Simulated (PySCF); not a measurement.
These 4 structures share the formula C4H8OSi2. Level of theory: PBE0-D3(BJ)/def2-SVP geometry optimisation, gas phase (PySCF 2.14.0). One conformer each; no zero-point energy, no entropy. No frequencies were run at this level. Point groups hold within 0.08 Å.

Question: Order them by energy at this level, lowest first, and give relative energies in kcal/mol.
A. `[SiH3:1][O:2][SiH:3]1[CH:4]=[CH:5][CH:6]=[CH:7]1` with Si1–O2–Si3–C4 -59°
B. `[CH:1]#[C:2][Si@H:3]1[CH2:4][CH2:5][SiH2:6][O:7]1` with C2–Si3–C4–C5 143°, Si3–C4–C5–Si6 -32°, C4–C5–Si6–O7 28°, C5–Si6–O7–Si3 -11°
C. `[OH:1][SiH:2]1[CH:3]=[CH:4][SiH2:5][CH:6]=[CH:7]1` with H–O1–Si2–C3 62°
D. `[CH3:1][C:2](=[O:3])[SiH2:4][C:5]#[C:6][SiH3:7]` with C1–C2–Si4–C5 -11°

Answer: A (0.0), B (6.3), C (14.4), D (68.4).

As drawn, the lowest has an Si–O bond and a C=C bond outside aromatic rings, which the highest lacks; the highest has a C=O bond and a C≡C bond, which the lowest lacks.

| SMILES | E (Eh) | E rel (kcal/mol) | dipole (D) | point group | A, B, C (MHz) |
| --- | --- | --- | --- | --- | --- |
| [SiH3]O[SiH]1C=CC=C1 | -810.62700 | 0.0 | 1.23 | near Cs | 3585, 1090, 1064 |
| C#C[Si@H]1CC[SiH2]O1 | -810.61699 | 6.3 | 1.85 | C1 | 3714, 1180, 1026 |
| O[SiH]1C=C[SiH2]C=C1 | -810.60400 | 14.4 | 1.43 | Cs | 3141, 1370, 1044 |
| CC(=O)[SiH2]C#C[SiH3] | -810.51803 | 68.4 | 2.51 | C1 | 4212, 635.3, 563.0 |

How do the relative energies change in single points at PBE0/pcSseg-1 (no added dispersion term) on the same geometries?

| SMILES | PBE0-D3(BJ)/def2-SVP (kcal/mol) | PBE0/pcSseg-1 (kcal/mol) | shift |
| --- | --- | --- | --- |
| [SiH3]O[SiH]1C=CC=C1 | 0.0 | 0.0 | 0.0 |
| C#C[Si@H]1CC[SiH2]O1 | 6.3 | 4.5 | -1.8 |
| O[SiH]1C=C[SiH2]C=C1 | 14.4 | 13.6 | -0.8 |
| CC(=O)[SiH2]C#C[SiH3] | 68.4 | 64.7 | -3.7 |

Each column counts from its own lowest isomer. The order is unchanged; the largest shift is 3.7 kcal/mol.
